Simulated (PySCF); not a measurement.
Compound: C₇H₄FO₂ (charge -1).
Structure used (GFN2-xTB), in Å, numbered top down from 1:
```xyz
14
C7H4FO2 angstrom
O      3.022    1.100    0.275
C      2.457    0.031    0.050
O      2.932   -1.091   -0.165
C      0.869    0.059    0.026
C      0.208   -1.138   -0.227
C     -1.170   -1.228   -0.271
C     -1.939   -0.096   -0.057
C     -1.316    1.112    0.199
C      0.070    1.174    0.237
F      0.594    2.396    0.493
H      0.833   -2.006   -0.391
H     -1.650   -2.177   -0.471
H     -3.020   -0.150   -0.088
H     -1.890    2.012    0.369
```

Probes without a nucleus sit at each ring's centroid and 1 Å off its mean plane on both sides; NICS is minus the shielding there, NICSzz its component along the normal. Level: GIAO PBE0/pcSseg-1 (PySCF, non-relativistic, gas phase) on the GFN2-xTB geometry, one conformer.

Ring bond lengths (Å), with Mayer bond orders in brackets: C4–C5 1.390 (1.42), C5–C6 1.382 (1.41), C6–C7 1.385 (1.42), C7–C8 1.383 (1.42), C8–C9 1.388 (1.45), C9–C4 1.388 (1.31).

Task: Give the NICS values of each ring in ppm.

Result: 
| ring | type | NICS(0) | NICS(1), two faces | NICS(1)zz, two faces | rms pucker (Å) | centre to ring atoms, mean (Å) |
| --- | --- | --- | --- | --- | --- | --- |
| C4–C5–C6–C7–C8–C9 | 6-membered carbocycle; formal bonds all aromatic | -10.7 | -11.8 / -11.8 | -28.2 / -28.2 | 0.00 | 1.39 |

Task: What do they say, and how far can they be read as aromaticity?

Result: 
- C4–C5–C6–C7–C8–C9: mean NICS(1)zz -28.2 ppm, shielded. The ring is flat and has no four-coordinate atom; by the NICS criterion it is aromatic.

Task: And the bond-length index? Use HOMA with the parameters of Krygowski (1993).

Result: 
- C4–C5–C6–C7–C8–C9: HOMA 1.00 = 1 − EN − GEO, with mean bond length 1.386 Å, EN = α(Ropt − mean)² = 0.001 and GEO = α × variance = 0.002. The geometric and the magnetic index point the same way.

Task: List the ring angles and the Hirshfeld charges of the ring atoms.

Result: 
- C4–C5–C6–C7–C8–C9: C4 116.5° (-0.043 e), C5 122.3° (-0.059 e), C6 119.7° (-0.084 e), C7 119.5° (-0.078 e), C8 119.6° (-0.098 e), C9 122.3° (+0.077 e); sum 720.0° against 720° for a flat convex ring.
